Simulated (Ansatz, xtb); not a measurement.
# ClFGeH4Si: 4 structures ranked

4 gas-phase structures of ClFGeH4Si, from a drawn sample of its isomers (lower ones may exist). Each was relaxed with GFN2-xTB:

A. `[F][Ge@@H]([SiH3])[Cl]`, a singlet
B. `[F][GeH2][SiH2]Cl`, a singlet
C. `F[Si@@H](Cl)[GeH3]`, a singlet
D. `F[SiH2][GeH2][Cl]`, a singlet

Problem. Estimate their order in r2SCAN-D4/def2-SVP energy at these geometries, lowest first.

Solution. Calculated order at r2SCAN-D4/def2-SVP: C (0.0), D (9.5), A (18.2), B (19.9) kcal/mol.

Energies above the lowest of each column, in kcal/mol; the last columns are at PBE0-D3(BJ)/def2-SVP geometries:

```json
{"structure": "C", "GFN2-xTB": "8.6", "HF/STO-3G": "0.0", "r2SCAN-D4/def2-SVP": "0.0", "PBE0-D3(BJ)/def2-SVP": "0.0", "CCSD(T)/def2-SVP + ΔMP2/def2-TZVPP": "0.0"}
{"structure": "D", "GFN2-xTB": "0.0", "HF/STO-3G": "4.7", "r2SCAN-D4/def2-SVP": "9.5", "PBE0-D3(BJ)/def2-SVP": "9.0", "CCSD(T)/def2-SVP + ΔMP2/def2-TZVPP": "8.9"}
{"structure": "A", "GFN2-xTB": "5.8", "HF/STO-3G": "14.4", "r2SCAN-D4/def2-SVP": "18.2", "PBE0-D3(BJ)/def2-SVP": "18.0", "CCSD(T)/def2-SVP + ΔMP2/def2-TZVPP": "21.3"}
{"structure": "B", "GFN2-xTB": "14.2", "HF/STO-3G": "18.2", "r2SCAN-D4/def2-SVP": "19.9", "PBE0-D3(BJ)/def2-SVP": "18.8", "CCSD(T)/def2-SVP + ΔMP2/def2-TZVPP": "21.1"}
```

CCSD(T)/def2-SVP + ΔMP2/def2-TZVPP puts C lowest; GFN2-xTB picks D. CCSD(T)/def2-SVP + ΔMP2/def2-TZVPP orders those it was run on as C (0.0), D (8.9), B (21.1), A (21.3) kcal/mol. Less than 1 kcal/mol parts B and A, so the order within that pair means little. Flexible structures stand in one conformer each, not always the lowest. The ΔMP2 step shifts differences by up to 3.7 kcal/mol, which makes them less sure. ΔMP2 is the change of the MP2 energy from the smaller to the larger basis.

Over these structures GFN2-xTB departs from r2SCAN-D4/def2-SVP by 6.7 kcal/mol on average once a common shift is removed. A GFN2-xTB relaxation took about 0.071 s and the r2SCAN-D4/def2-SVP energy about 1.1 s on a shared host (Ansatz 0.2.0, xtb 6.7.1).
